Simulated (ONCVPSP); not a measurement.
# Configuration tests for nitrogen (ONCV)

ONCVPSP 4.0.1 input, shortened (lines: element, Z, core and valence counts, functional; n l f; lmax; l rc ep ncon nbas qcut; lloc lpopt rc5 dvloc0; l nproj debl; icmod fcfact rcfact), PBEsol, non-relativistic:

```
  N 7.00    1    2  -116133      upf
    1    0    2.00
    2    0    1.00
    2    1    4.00
    2
    0    1.10    0.00    4    7    5.50
    1    1.25    0.00    3    6    7.50
    2    1.10    0.17    4    8   10.30
    2    5    1.10    0.00
    0    1    0.60
    1    2    2.50
    2    0    2.00
    0    0.00    0.00
```

Energies are relative to the spin-unpolarised reference configuration 2s1 2p4; without spin polarisation the order of configurations can differ from experiment.

```
valence configuration  charge  ΔE all-electron (eV)  error AE − PS (meV)
              2s2 2p3       0               -11.404                  +14
              2s2 2p1      +2                30.865                 +278
```

Question: What are ΔE and the potential's error for 2s2 2p2?

Answer: ΔE = 2.122 eV all-electron; the error (AE − PS) is +68 meV.

Question: What are ΔE and the potential's error for 2s0 2p5?

Answer: ΔE = 11.431 eV all-electron; the error (AE − PS) is +14 meV.
